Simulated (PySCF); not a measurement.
# Working out the ionisation energy of Au⁺

Au⁺ [Xe] 4f14 5d10 (1S) → Au²⁺ [Xe] 4f14 5d9 (2D). All numbers are calculated (PySCF 2.14, a scalar-relativistic core potential, in def2-QZVPPD with the def2 core potential (60 electrons) (7s5p4d4f2g, 88 functions)). Frozen: nothing. Energies in hartree (1 hartree = 27.21139 eV):

```csv
part,Au⁺ (lower),Au²⁺ (upper)
UHF,-134.507463,-133.810193
MP2 opposite-spin,-0.408832,-0.363431
MP2 same-spin,-0.190013,-0.163862
```

**Question.** What does Hartree-Fock give?

**Answer.** (-133.810193) − (-134.507463) = 0.697270 hartree = 18.974 eV.

**Question.** What do MP2 and SCS-MP2 (6/5 opposite-spin, 1/3 same-spin) give?

**Answer.** The opposite-spin parts differ by 1.235 eV and the same-spin parts by 0.712 eV. MP2: 18.974 + (1.235) + (0.712) = 20.921 eV. SCS-MP2: 18.974 + 1.2 × (1.235) + (0.712)/3 = 20.693 eV.

Reference: 20.203 ± 0.025 eV (measured; NIST Atomic Spectra Database, ionization energies), between the lowest levels; spin-orbit coupling is absent from the calculation.

What remains against the reference includes basis incompleteness and correlation beyond second order.
